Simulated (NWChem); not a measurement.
System: SnH$_{3}$S$_{3}$F; SMILES [F][Sn]([SH])([SH])[SH]

```xyz
8

F      0.0000     0.0000    -2.0767
Sn     0.0000     0.0000    -0.1349
S      1.0102    -2.0642     0.5496
S      1.2825     1.9069     0.5496
S     -2.2927     0.1573     0.5496
H      0.2509    -2.7761    -0.3151
H      2.2787     1.6054    -0.3151
H     -2.5297     1.1707    -0.3151
```
Atoms are numbered in this order, from 1.

Program: NWChem. Coordinates come from a PBE0/def2-SVP optimisation. Not confirmed as a minimum by frequencies. def2 effective core potentials on Sn; no spin-orbit coupling.

### Question
Predict the results for PBE/def2-SVP (core potentials). Quantities: highest occupied level (eV); orbital gap (eV); dipole (D).

### Answer
* **highest occupied level (eV)**: -6.61
* **orbital gap (eV)**: 3.62
* **dipole (D)**: 0.08
